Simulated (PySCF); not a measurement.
UHF on Rh⁺ (rhodium, charge +1)

Configuration: [Kr] 4d8, high-spin 3F determinant. All numbers are calculated (PySCF 2.14, scalar relativity through the core potential, in cc-pVTZ-PP with ECP28MDF (5s5p4d2f1g, 63 functions)).

- Total energy: -109.158212 hartree
- One-electron energy: -188.7913 hartree
- Hartree (Coulomb) energy: 90.1990 hartree
- Exchange energy: -10.5659 hartree
- ⟨S²⟩: 2.0046
- ⟨L²⟩: 12.054
- Sum of ⟨r⟩: 20.92 bohr
- Sum of ⟨r²⟩: 32.98 bohr²
- Time after the integrals: 0.89 s of wall time on 1 thread of Intel(R) Xeon(R) Platinum 8259CL CPU @ 2.50GHz (shared host)

```csv
shell,electrons,mean orbital energy (eV),spread (eV),"rms radius, mean of both spins (bohr)"
4s α,1,-110.64,0,1.06
4s β,1,-107.03,0,1.06
4p α,3,-73.977,0,1.17
4p β,3,-69.437,0,1.17
4d α,5,-20.074,1.157,1.68
4d β,3,-18.381,0,1.68
```

Energies and moments cover only the electrons outside the core potential.
